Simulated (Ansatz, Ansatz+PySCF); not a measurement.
```tsv
atom	x (Å)	y (Å)	z (Å)
Be	0.0000	0.0000	-0.2934
H	0.0000	0.0000	1.1738
```

Basis set: def2-SVP (spherical functions). All electrons are correlated. Correlation on ROHF uses semicanonical orbitals with singles. Charge 0, multiplicity 2.

Computed with Ansatz (development build ahead of 0.2.0); each method stands on the lowest determinant of its kind that the runs found.

The atomization energy at this shape (free ground-state atoms in the same class of orbitals less the molecule, no zero-point energy) of doublet BeH:

```json
{"method": "UHF-CCSD(T)", "atomization energy": "176.1 kJ/mol"}
{"method": "ROHF-MP2", "atomization energy": "206.4 kJ/mol"}
{"method": "UHF", "atomization energy": "203.0 kJ/mol"}
```

Task: What does UHF-MP2 give?

Result: 216.5 kJ/mol. Caution for UHF-CCSD(T), UHF: a free atom is spin contaminated.
